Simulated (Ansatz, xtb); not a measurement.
Ligand exchange: C2H5F + HI → CH2FI + CH4

Species: C2H5F `CCF`, singlet; HI (hydrogen iodide), singlet; CH2FI (fluoroiodomethane) `FCI`, singlet; CH4 (methane) `C`, singlet. The partners trade CH3 for I: C–CH3 and H–I bonds give way to C–I and H–CH3.

Shapes, held fixed at every level: PBE0-D4/def2-TZVP. Programs: Ansatz 0.2.0, xtb 6.7.1. The zero-point and thermal change to 298 K, harmonic and unscaled (PBE0-D4/def2-TZVP), is +4.1 kJ/mol.

```csv
level,kind,ΔH(298 K) (kJ/mol),less CCSD(T)/def2-TZVPP,CPU time (sum over the molecules)
GFN2-xTB,semi-empirical,+57.2,+33.9,0.19 s
PBE-D4/def2-TZVPP,GGA,+12.4,-10.9,6.2 s
B3LYP-D4/def2-TZVPP,global hybrid,+16.3,-7.0,4.7 min
r2SCAN0-D4/def2-TZVPP,global hybrid,+21.9,-1.4,10 s
wB97X-V/def2-TZVPP,range-separated hybrid,+24.2,+0.9,17 s
B2PLYP/def2-TZVPP,double hybrid,+19.0,-4.3,10 s
CCSD/def2-SVP,coupled cluster or CI,+43.4,+20.1,–
CCSD(T)/def2-TZVPP,coupled cluster or CI,+23.3,0.0,34 s
```

The highest level, CCSD(T)/def2-TZVPP, gives ΔH(298 K) = +23.3 kJ/mol; the levels span +12.4 to +57.2. The column of differences is taken from that level and isn't an error. No measured value is set beside it here. For atoms past krypton def2 sets carry core potentials with scalar relativity. Outer-core shells of I are correlated, in sets that cover them unevenly. Times are processor times on shared x86 and Arm servers, and rough.
